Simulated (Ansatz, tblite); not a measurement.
Cost and result up the ladder for the cluster Ru3H6 (9 atoms). The state is a singlet with charge 0. Geometry: PBE0-D4/def2-SVP.

Cartesian coordinates in Å:
```
Ru -0.4861 -0.8621 -0.9442
Ru -0.8416 0.5316 0.9398
Ru 1.3277 0.3326 0.0047
H 1.7175 -1.1965 -0.0716
H -1.6512 0.1501 -1.2815
H -0.2929 1.9782 0.6199
H 1.2553 0.6663 -1.5379
H -1.1902 -1.7142 0.1843
H 0.1615 0.1140 2.0864
```

Ansatz on 4 threads of Arm Neoverse V2 on a shared host; xTB runs through tblite on one thread. Times are rough, summed over both states, and most runs start from the orbitals of an earlier one. RPA@PBE/def2-TZVP serves as the yardstick here, not as an exact answer. The other state is a quintet at its own geometry, which has other bonds, so the gap mixes isomer and spin.

In the def2 sets Ru takes a core potential; there is no spin–orbit coupling. The xTB rows come from tblite. HSE06 is defined as in plane-wave codes, on full-range PBE exchange. Correlated methods freeze no core orbitals; core or outer-core shells of Ru are correlated, in sets that lack core-valence functions. The structure comes from a short search, and lower isomers may exist.

Run but left out: HF/STO-3G (singlet: restricted singlet, unstable in another Hartree–Fock run and untested here); B2PLYP/def2-TZVP (singlet: restricted singlet, unstable towards broken spin symmetry).

Correlated methods converge slowly with the basis.

xTB has no spin-polarisation term.

```
                          level  functions  wall time
                       GFN1-xTB         39    0.009 s
                       GFN2-xTB         33    0.015 s
             HSE06-D4/def2-TZVP        156       11 s
              RPA@PBE/def2-TZVP        156       14 s
PBE0-D4/def2-TZVP (with forces)        156       17 s
              ωB97X-V/def2-TZVP        156       66 s
```

Question: Estimate what each level gives for the quintet − singlet (eV).

Answer: 
```
                          level  quintet − singlet (eV)  difference from RPA@PBE/def2-TZVP (eV)                                   remarks
                       GFN1-xTB                    0.58                                    0.39                                         –
                       GFN2-xTB                    0.62                                    0.43                                         –
             HSE06-D4/def2-TZVP                   -0.07                                   -0.26   spin-contaminated (⟨S²⟩ 6.13) (quintet)
              RPA@PBE/def2-TZVP                    0.19                                    0.00  test for broken spin undecided (singlet)
PBE0-D4/def2-TZVP (with forces)                   -0.09                                   -0.28   spin-contaminated (⟨S²⟩ 6.13) (quintet)
              ωB97X-V/def2-TZVP                    0.03                                   -0.16   spin-contaminated (⟨S²⟩ 6.15) (quintet)
```
